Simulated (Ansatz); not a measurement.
Ansatz (a program for electronic structure) input (B3LYP-D3(BJ)/def2-TZVP):

Ansatz 0.2 input:
```yaml
crystal:
  periodic: [false, false, false]
  atoms:
    - {symbol: C, position_ang: [1.47341261, -0.62575336, -0.61232783]}
    - {symbol: C, position_ang: [0.69927033, 0.11774682, 0.18757708]}
    - {symbol: C, position_ang: [-0.69718297, 0.46454624, -0.23260368]}
    - {symbol: O, position_ang: [-1.70184785, -0.37719067, 0.39994655]}
    - {symbol: H, position_ang: [2.48512930, -0.81391532, -0.10730910]}
    - {symbol: H, position_ang: [0.92055651, 0.52240038, 1.21864328]}
    - {symbol: H, position_ang: [-0.80378307, 0.34187985, -1.32248512]}
    - {symbol: H, position_ang: [-0.99216854, 1.49078448, 0.03598810]}
    - {symbol: H, position_ang: [-1.25725614, -1.22821868, 0.49113676]}
basis:
  gaussian:
    orbitals: def2-TZVP
hamiltonian:
  xc: b3lyp
  dispersion: d3bj
total_charge: -1
relax: {f_tol: 0.002, max_steps: 150}
```

End of the output:

```
mean field -5239.55762426 eV, -192.5501911919 hartree, gradient 1.4e-5 eV, S^2 0.000000; 0 other end points of the search recorded, 0 dependent functions left out
the calculation of the forces begins
reference -5239.55785148 eV, -192.5501995420 hartree; 16, 16 occupied and 138, 138 virtual orbitals, 911 factors
relax step  17: F+E_penalty+E_count = -5239.80204763 eV  Δ(F+E_penalty+E_count) = +7.619e-7 eV  max|allowed force component| = 3.703e-3 eV/Å  Δτ_max = 0.0029 Å  (33 SCF iters, rejected (line search))
these checks for a lower state are left out or cut short: starts, cluster_reference, orbital_swaps, neighbouring_geometries, increment
integrals: 0.05 GiB planned
911 factors; their error is unknown
mean field: 0.59 GiB planned
mean field -5239.55764048 eV, -192.5501917880 hartree, gradient 1.5e-5 eV, S^2 0.000000; 0 other end points of the search recorded, 0 dependent functions left out
the calculation of the forces begins
reference -5239.55786771 eV, -192.5502001385 hartree; 16, 16 occupied and 138, 138 virtual orbitals, 911 factors
relax step  18: F+E_penalty+E_count = -5239.80204927 eV  Δ(F+E_penalty+E_count) = -8.795e-7 eV  max|allowed force component| = 4.647e-4 eV/Å  Δτ_max = 0.0014 Å  (33 SCF iters, accepted)
integrals: 0.05 GiB planned
911 factors; their error is unknown
mean field: 0.59 GiB planned
mean field evaluation 160: about -5239.5576 eV, gradient 7.8e-3 eV
mean field -5239.55764048 eV, -192.5501917880 hartree, gradient 1.4e-5 eV, S^2 0.000000; 1 other end points of the search recorded, 0 dependent functions left out
the calculation of the forces begins
reference -5239.55786771 eV, -192.5502001385 hartree; 16, 16 occupied and 138, 138 virtual orbitals, 911 factors
Total energy: -5239.80227650 eV, -192.5591819957 hartree
Atom 0 at     1.436975    -0.703119    -0.555355 Å, force     0.000052     0.000112     0.000055 eV/Å
Atom 1 at     0.697742     0.163774     0.168403 Å, force     0.000037     0.000366     0.000183 eV/Å
Atom 2 at    -0.716771     0.483360    -0.222091 Å, force     0.000011     0.000143    -0.000465 eV/Å
Atom 3 at    -1.669881    -0.427849     0.403631 Å, force    -0.000030    -0.000446     0.000253 eV/Å
Atom 4 at     2.409113    -0.876229    -0.041221 Å, force     0.000177    -0.000291     0.000076 eV/Å
Atom 5 at     0.997429     0.629778     1.126900 Å, force     0.000230    -0.000105    -0.000312 eV/Å
Atom 6 at    -0.813196     0.399482    -1.311486 Å, force     0.000156     0.000196     0.000318 eV/Å
Atom 7 at    -1.035683     1.485024     0.093446 Å, force    -0.000296    -0.000262    -0.000053 eV/Å
Atom 8 at    -1.179597    -1.261942     0.396338 Å, force    -0.000337     0.000287    -0.000056 eV/Å
Dipole moment:    -0.619808     0.350437     0.432953 e Å
```

It need not be the lowest isomer of its formula. Whether it binds its extra electron was not tested at this geometry.
